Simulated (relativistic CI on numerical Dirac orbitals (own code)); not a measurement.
**Cd4+: 4p photoemission**

Computed with this model: Dirac-Coulomb-Breit CI, separate exchange-only KLI orbitals for each configuration, a model potential for QED, valence Slater integrals scaled by 0.7, multiplet model of photoemission in the sudden approximation; configurations [Kr] 4d8 → [Ar] 3d10 4s2 4p5 4d8; 80 K; Lorentzian 1.2 eV and Gaussian 0.6 eV FWHM. Energies are those of the free ion, without screening or charge transfer. The energies are binding energies and can lie tens of eV above those of solids. S is read from ⟨S²⟩ = S(S + 1).

Field parameters in Wybourne normalisation: Oh B⁴₀ = 21Dq, B⁴₄ = √(5/14) B⁴₀. The field is a parameter set, without covalency.

Peaks in eV (height, largest 100): 129.2 (100), 130.6 (73), 134.8 (42), 136.4 (42), 139.4 (26), 141.2 (31), 144.2 (25), 146.2 (11).

(1) Which surroundings give this spectrum?
A. Oh, 10Dq = 20000 cm⁻¹
B. free ion
C. Oh, 10Dq = 32750 cm⁻¹
D. Oh, 10Dq = 7250 cm⁻¹

Results:

(1) A. Oh, 10Dq = 20000 cm⁻¹, where the ground state has S = 1.00.
